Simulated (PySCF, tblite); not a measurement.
Isomers of [C7H14P]+ (charge +1), one GFN2-xTB conformer each. Single-point energies are computed at PBE0/pcSseg-1 (PySCF, gas phase, no added dispersion term), electronic only.

Problem. Rank them by PBE0/pcSseg-1 energy, lowest first (kcal/mol).
A. `C1C[PH+]2CCC1CC2`
B. `[CH:1]#[C:2][CH2:3][PH+:4]([CH2:5][CH3:6])[CH2:7][CH3:8]` (charge +1) with C2–C3–P4–C5 176°, C3–P4–C5–C6 -61°, C3–P4–C7–C8 170°
C. `[CH3:1][CH2:2][P@@H+:3]1[CH2:4][CH:5]=[C:6]([CH3:7])[CH2:8]1` (charge +1) with C1–C2–P3–C4 179°, C2–P3–C4–C5 -108°, P3–C4–C5–C6 -9°, C5–C6–C8–P3 9°, C2–P3–C8–C6 108°
D. `[CH3:1][C@@H:2]1[CH2:3][P@H+:4]1[CH:5]1[CH2:6][CH2:7][CH2:8]1` (charge +1) with C3–P4–C5–C6 177°, C1–C2–C3–P4 -111°, C2–C3–P4–C5 -118°, P4–C5–C6–C7 131°, C5–C6–C7–C8 -13°
E. `[CH2:1]=[CH:2][PH+:3]([CH:4]=[CH2:5])[CH2:6][CH2:7][CH3:8]` (charge +1) with C1–C2–P3–C4 -121°, C2–P3–C4–C5 113°, C2–P3–C6–C7 172°, P3–C6–C7–C8 56°

Solution. A (0.0), C (11.4), E (43.9), D (51.5), B (52.2).

Neighbours under 5.0 kcal/mol apart (C[C@@H]1C[P@H+]1C1CCC1 and C#CC[PH+](CC)CC) can change places with a better method, another conformer or zero-point energy. GFN2-xTB itself gives, in the same order: 0.0, 19.6, 57.0, 51.2, 56.2. Both levels put the same isomer lowest; measured from each level's own lowest isomer, the values differ by up to 13.1 kcal/mol (C=C[PH+](C=C)CCC: 57.0 against 43.9).

Problem. Which frontier levels and rotational constants go with these structures?

Solution. 
```json
{"SMILES": "C1C[PH+]2CCC1CC2", "HOMO (eV, PBE0/pcSseg-1)": "-13.05", "LUMO (eV)": "-3.60", "A, B, C (MHz)": "2128, 1902, 1900"}
{"SMILES": "CC[P@@H+]1CC=C(C)C1", "HOMO (eV, PBE0/pcSseg-1)": "-11.39", "LUMO (eV)": "-4.06", "A, B, C (MHz)": "3058, 1093, 910.5"}
{"SMILES": "C=C[PH+](C=C)CCC", "HOMO (eV, PBE0/pcSseg-1)": "-12.70", "LUMO (eV)": "-5.59", "A, B, C (MHz)": "2065, 1178, 881.3"}
{"SMILES": "C[C@@H]1C[P@H+]1C1CCC1", "HOMO (eV, PBE0/pcSseg-1)": "-12.83", "LUMO (eV)": "-5.12", "A, B, C (MHz)": "4890, 844.1, 776.5"}
{"SMILES": "C#CC[PH+](CC)CC", "HOMO (eV, PBE0/pcSseg-1)": "-12.04", "LUMO (eV)": "-3.93", "A, B, C (MHz)": "1847, 1237, 796.0"}
```

Problem. What happens when harmonic zero-point energies from GFN2-xTB frequencies are added?

Solution. 
| SMILES | ZPE (kcal/mol) | electronic (kcal/mol) | with ZPE (kcal/mol) |
| --- | --- | --- | --- |
| C1C[PH+]2CCC1CC2 | 121.7 | 0.0 | 0.0 |
| CC[P@@H+]1CC=C(C)C1 | 117.7 | 11.4 | 7.5 |
| C=C[PH+](C=C)CCC | 116.3 | 43.9 | 38.5 |
| C[C@@H]1C[P@H+]1C1CCC1 | 118.6 | 51.5 | 48.5 |
| C#CC[PH+](CC)CC | 115.8 | 52.2 | 46.3 |

The zero-point energies span 5.9 kcal/mol. The lowest isomer stays, but the order above it changes.
